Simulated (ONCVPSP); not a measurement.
Before and after: ONCV potential for platinum (Pt)

| Quantity | Value |
| --- | --- |
| Element | platinum |
| Generator | ONCVPSP 4.0.1 |
| Type | optimised norm-conserving Vanderbilt (ONCV) |
| Functional | LDA (Perdew-Wang 92) |
| Relativity | fully relativistic |
| Frozen core | [Kr] 4d10 4f14 |
| Valence charge | 18 |
| Reference configuration | 5s2 5p6 5d7 (charge +3) |
| Partial waves | 5s: rc 1.55 bohr, ncon 4, nbas 8, qcut 9.9 1/bohr, 2 projectors, debl 1.8 Ha; 5p: rc 1.45 bohr, ncon 4, nbas 8, qcut 11.3 1/bohr, 3 projectors, debl 1.1 Ha; 5d: rc 2.10 bohr, ncon 4, nbas 9, qcut 7.3 1/bohr, 2 projectors, debl 1.8 Ha |
| Local potential | polynomial inside 1.05 bohr (lpopt 5, dvloc0 3 Ha) |
| Core correction | Teter function, fcfact 2.75, rcfact 1.55 |

Open shells are filled in proportion to 2j + 1.

In the s channel the program set the typed energies aside and used -5.040, 0.050 Ha. In the p channel the program set the typed energies aside and used -3.194, 0.250, 1.350 Ha (j = l + 1/2; the other j can differ).

All-electron outer shells of the reference configuration (LDA (PZ), scalar-relativistic, ld1.x):

```json
{"shell": "4f", "level (eV)": "-106.10", "outermost node (bohr)": "–", "outermost maximum (bohr)": "0.38"}
{"shell": "5p", "level (eV)": "-91.15", "outermost node (bohr)": "0.53", "outermost maximum (bohr)": "0.97"}
{"shell": "5d", "level (eV)": "-39.06", "outermost node (bohr)": "0.57", "outermost maximum (bohr)": "1.23"}
```

Change: p: qcut 7.1.

Cutoffs: the cutoffs (Ha) at which the residual kinetic energy of the hardest occupied pseudo-wave falls to 1 and 0.1 mHa per electron; they do not see the model core or the augmentation charge, which bear on the density cutoff. Errors are all-electron minus pseudo energies relative to the spin-unpolarised reference configuration.

What does the change do?

The potential gets neither clearly harder nor softer (38 Ha and 45 Ha → 30 Ha and 75 Ha); the s channel sets the loose cutoff, while the largest relative change is in p, which becomes softer; the errors of the 3 common tests hardly move; neither file shows a bound ghost.

| quantity | base | changed |
| --- | --- | --- |
| cutoff, loose | 38 Ha | 30 Ha |
| cutoff, tight | 45 Ha | 75 Ha |
| loose cutoff by channel | s 30 Ha, p 38 Ha, d 19 Ha | s 30 Ha, p 22 Ha, d 19 Ha |
| bound ghosts | none | none |
| GHOST(+) flags under 300 eV | s at 166.4 eV | s at 166.4 eV |
| tests with a reliable result | 3 of 4 | 3 of 4 |
| error for 5s2 5p6 5d9 6s1, meV [ΔE -62.34 eV] | -0.3 | +0.2 |
| error for 5s2 5p6 5d9, meV [ΔE -52.79 eV] | -1.3 | -1.2 |
| error for 5s2 5p6 5d8, meV [ΔE -32.51 eV] | -0.6 | -0.5 |
| s: phases at 1.58 bohr within 0.05 rad from the reference energy up to (Ha; the scan ends near 5) | to the end of the scan | to the end of the scan |
| p3/2: phases at 1.48 bohr within 0.05 rad from the reference energy up to (Ha; the scan ends near 5) | to the end of the scan | to the end of the scan |
| p1/2: phases at 1.48 bohr within 0.05 rad from the reference energy up to (Ha; the scan ends near 5) | to the end of the scan | to the end of the scan |
| d5/2: phases at 2.13 bohr within 0.05 rad from the reference energy up to (Ha; the scan ends near 5) | to the end of the scan | to the end of the scan |
| d3/2: phases at 2.13 bohr within 0.05 rad from the reference energy up to (Ha; the scan ends near 5) | to the end of the scan | to the end of the scan |
| rms error of d²Exc/dni dnj with the model core, mHa | 5.23 | 5.24 |
